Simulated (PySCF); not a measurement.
The same groups moved round the core (propene silyl). Gas-phase values, no solvent. One relaxed conformer stands for each flexible species; it need not be the lowest. Strings in code marks are SMILES.

The four lowest singlet excitations (Tamm–Dancoff). All values below come from PBE-D3(BJ)/def2-TZVP (PySCF). Excitations are Tamm–Dancoff values on a coarser integration grid. The basis has no diffuse functions, so Rydberg states are missing or too high.

| state | energy (eV) | wavelength (nm) | oscillator strength |
|---|---|---|---|
| S1 | 6.06 | 205 | 0.028 |
| S2 | 6.64 | 187 | 0.304 |
| S3 | 6.82 | 182 | 0.012 |
| S4 | 6.98 | 178 | 0.130 |

Q: Say which member gives these states.
A. `C=C(C)[SiH3]`
B. `C=CC[SiH3]` (C–C–C–Si torsion 106°)
C. `C/C=C\[SiH3]`
D. `C/C=C/[SiH3]`

A: B, `C=CC[SiH3]` (C–C–C–Si torsion 106°)
